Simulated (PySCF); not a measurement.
Strontium: a sound run and one with changed settings

Sound run: Sr [Kr] 5s2, Sr+ [Kr] 5s1. All numbers are calculated (PySCF 2.14, scalar relativity through the core potential, in def2-TZVP with the def2 core potential (28 electrons)). In the sound run the correlated levels freeze 4s2 4p6 outside the core potential. The sound run starts from symmetry-adapted Hartree-Fock orbitals and uses a fine grid where one is needed.

Changed run: all electrons correlated in a basis built for the valence shell.

| species | method | sound run (hartree) | changed run (hartree) | converged |
| --- | --- | --- | --- | --- |
| Sr | MP2 | -30.36449 | -30.51547 | yes |
| Sr+ | MP2 | n/a | -30.31308 | yes |

Ionisation energy of Sr:

```csv
method,sound run (eV),changed run (eV)
UHF,4.744,4.744
MP2,5.217,5.507
SCS-MP2,5.312,5.540
```

A valence basis has no tight correlating functions, so it recovers only part of the core correlation, and not evenly between atom and ion.

For comparison, NIST gives 5.695 eV between the lowest levels.
